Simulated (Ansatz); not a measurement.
BH5N (SMILES B[NH3+]) moved off its minimum; all values from Ansatz (a program for electronic structure), cores frozen in correlated methods.
(charge 1, multiplicity 1)
```xyz
7

B      0.91061     0.11726     0.02619
N     -0.61025    -0.09946    -0.01431
H      1.53841    -0.85138     0.23047
H      1.28940     1.18661    -0.20511
H     -1.02117     0.07900     0.91312
H     -0.89765    -1.02422    -0.29378
H     -1.08670     0.58856    -0.61015
```

```
level                largest force (eV/Å)  on atom  rms difference from CCSD(T)/aug-cc-pVTZ (eV/Å)  dipole (D)
-------------------  --------------------  -------  ----------------------------------------------  ----------
HF/def2-TZVPP                        1.66       N2                                           0.294           -
PBE/def2-TZVPP                       1.09       N2                                           0.179           -
r2SCAN/def2-TZVPP                    1.15       N2                                           0.070           -
B3LYP/def2-TZVPP                     1.17       N2                                           0.054           -
wB97M-V/def2-TZVPP                   1.18       N2                                           0.059           -
MP2/aug-cc-pVTZ                      1.21       N2                                           0.036           -
CCSD(T)/aug-cc-pVTZ                  1.21       N2                                           0.000           -
```

The differences count from one level among others, with limits of its own. Forces at CCSD(T)/aug-cc-pVTZ (eV/Å):

```tsv
atom	Fx	Fy	Fz
B1	0.223	-0.582	-0.164
N2	-0.543	1.081	0.100
H3	0.138	-0.101	0.138
H4	0.126	0.574	0.018
H5	0.115	-0.191	0.108
H6	-0.142	-0.642	-0.101
H7	0.084	-0.139	-0.100
```
